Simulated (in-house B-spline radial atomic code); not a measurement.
Ionisation energies with and without relativity, with size and susceptibility from the Dirac run. Dirac energy differences include first-order Breit, QED and recoil terms. NIST's values go from ground level to ground level; the uncertainty of those that are theory runs from under 0.1 % in few-electron ions to several per cent in heavy many-electron ones. Computed with a B-spline radial code for spherical atoms: non-relativistic Hartree-Fock and Dirac-Hartree-Fock, averages of the configuration (point nuclei without relativity, finite nuclei with it).

```
 ion  configuration  configuration after  ionisation non-relativistic (eV)  ionisation Dirac Breit and QED (eV)  tabulated value (eV)    tabulated kind  radius at density 0.001 (bohr)  diamagnetic susceptibility (10⁻⁶ cm³/mol)
Be3+            1s1                 bare                            217.69                               217.72              217.7186  tabulated theory                            1.24                                   -0.14842
 B3+            1s2                  1s1                                 ?                                    ?                     ?  tabulated theory                               ?                                          ?
 C3+       [He] 2s1                  1s2                             64.35                                64.37              64.49352          measured                            2.45                                    -1.6652
 N3+       [He] 2s2             [He] 2s1                                 ?                                    ?                     ?          measured                               ?                                          ?
 O3+   [He] 2s2 2p1             [He] 2s2                             77.20                                77.19               77.4135          measured                           2.325                                    -2.6813
```

**Question.** Fill in the row of B3+.

**Answer.** ionisation non-relativistic (eV): 258.13; ionisation Dirac Breit and QED (eV): 258.15; tabulated value (eV): 259.3744; radius at density 0.001 (bohr): 1.214; diamagnetic susceptibility (10⁻⁶ cm³/mol): -0.22459.

**Question.** Fill in the row of N3+.

**Answer.** ionisation non-relativistic (eV): 74.98; ionisation Dirac Breit and QED (eV): 75.02; tabulated value (eV): 77.4735; radius at density 0.001 (bohr): 2.421; diamagnetic susceptibility (10⁻⁶ cm³/mol): -2.4047.
